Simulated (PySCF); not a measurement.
NICS in one family of compounds.

Definitions: NICS(0) = −σiso at the ring centroid; NICS(1) = −σiso and NICS(1)zz = −σzz at ±1 Å along the ring normal z. Level: GIAO PBE0/pcSseg-1 (PySCF, non-relativistic, gas phase) on the GFN2-xTB geometries, one conformer each. Atom numbers follow the mapped SMILES.

**Question.** Order these rings by mean NICS(1)zz, lowest (most negative) first (ppm).
A. ring C2–C3–N4–N5–C7 in `[CH3:1][c:2]1[cH:3][n:4][n:5]([CH3:6])[c:7]1[Cl:8]`
B. ring C2–C3–N4–N5–C7 in `[CH3:1][c:2]1[cH:3][n:4][n:5]([CH3:6])[c:7]1[F:8]`
C. ring N4–N5–C6–C7–C9 in `[CH2:1]=[CH:2][CH2:3][n:4]1[n:5][cH:6][c:7]([CH3:8])[c:9]1[CH3:10]`

**Answer.** C (-29.0), A (-27.6), B (-26.5).

```tsv
SMILES	ring	NICS(0)	NICS(1)	NICS(1)zz	HOMA	rms pucker (Å)	ring atoms with four or more neighbours
C=CCn1ncc(C)c1C	5-membered ring with 2 N; formal bonds all aromatic	-12.9	-11.6	-29.0	0.96	0.00	0
Cc1cnn(C)c1Cl	5-membered ring with 2 N; formal bonds all aromatic	-13.1	-11.3	-27.6	0.96	0.00	0
Cc1cnn(C)c1F	5-membered ring with 2 N; formal bonds all aromatic	-14.2	-10.9	-26.5	0.95	0.00	0
```

NICS(0) gives another order. The isotropic NICS(1) gives the same order. HOMA uses Krygowski's 1993 parameters. NICS(1) and NICS(1)zz are means over the two faces.
